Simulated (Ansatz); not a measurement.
Gas-phase electronic energies from Ansatz, PBE0-D4/def2-TZVP geometries. CCSD(T)/CBS is the MP2 limit (def2-TZVPP, def2-QZVPP) plus CCSD(T) − MP2 in def2-TZVPP, frozen cores. This one scheme is used for every species, atoms too. For atomizations the MP2-based limit and the directly extrapolated one differ by several kJ/mol either way, and by 10 to 25 for some Ge, Se and Sn compounds, so smaller differences from it don't rank the levels. DFT in def2-TZVPP. B3LYP here is the variant with VWN-RPA as its local correlation; programs differ in this. Open shells (•) are unrestricted, without spin–orbit coupling. Spin–orbit coupling would lower the free atoms: a little for Al, C, O.

Consider the atomization: `CC1[NH][AlH][O]1` → Al• + 2 C• + 6 H• + N• + O•.

**Question.** What is ΔE at CCSD(T)/CBS? (Best estimate.)

**Answer.** The calculation gave: +4179.5 kJ/mol.

**Question.** What do these levels give: BLYP-D4, r2SCANh-D4, B2PLYP, PBE-QIDH, BLYP, B3LYP, BHLYP, CAM-B3LYP, CCSD/def2-SVP, CCSD(T)/def2-SVP, CCSD(T)/def2-TZVPP, MP2/def2-QZVPP? (Best estimate.)

**Answer.** Ansatz gave: BLYP-D4 4173.9, r2SCANh-D4 4152.5, B2PLYP 4131.7, PBE-QIDH 4145.0, BLYP 4125.5, B3LYP 4135.8, BHLYP 4007.8, CAM-B3LYP 4180.9, CCSD/def2-SVP 3891.0, CCSD(T)/def2-SVP 3936.6, CCSD(T)/def2-TZVPP 4059.3, MP2/def2-QZVPP 4217.5 kJ/mol.

Largest T1 diagnostic among the species: 0.018.

From r2SCAN to r2SCAN0 (25 % exact exchange), in def2-TZVPP and without D4, ΔE moves by −76.5 kJ/mol: exact exchange takes away binding that semilocal exchange gives to molecules. Leaving LDA and LC-ωPBE aside and taking each functional with its dispersion term where it has one, the values, not all of them listed here, spread over 233.5 kJ/mol, from BHLYP-D4 to PBE-D4. LDA lies +567.2 kJ/mol from PBE without D4, its usual overbinding. In def2-TZVPP, CCSD(T) changes the Hartree–Fock value by +1115.8 kJ/mol (the triples alone add +68.3 kJ/mol) and MP2 by +1202.0 kJ/mol; breaking electron pairs costs correlation energy, which Hartree–Fock lacks.
